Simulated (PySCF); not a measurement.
**C₆ coefficients of unlike pairs at HSE06**

Calculated with PySCF 2.14 from the dipole response of each species, C₆(A,B) = (3/π) ∫ α_A(iu) α_B(iu) du, in atomic units, from isotropic polarisabilities. For ions this is the dispersion term alone; charge-induced terms of lower order in 1/R come first.

```
species      configuration                                      basis      relativity  α (bohr³)  C₆ (like pair)
    C³⁺      [He] 2s1 (2S)                   aug-cc-pVQZ (6s5p4d3f2g)            none      3.232           2.594
     Tc  [Kr] 4d5 5s2 (6S)  aug-cc-pVTZ-PP with ECP28MDF (6s6p5d3f2g)  core potential      88.92            1022
   Zn²⁺     [Ar] 3d10 (1S)                  def2-QZVPPD (11s6p5d4f2g)            none      2.675           7.084
```

Estimate C₆ for Zn²⁺ with C³⁺.

The integral gives 3.486. The combination rule 2 C_A C_B / (C_A α_B/α_A + C_B α_A/α_B) gives 3.433 and the geometric mean 4.287.

No spin-orbit coupling is included.

The other pairs:

```tsv
pair	C₆
Zn²⁺, Tc	61.03
Tc, C³⁺	49.92
```
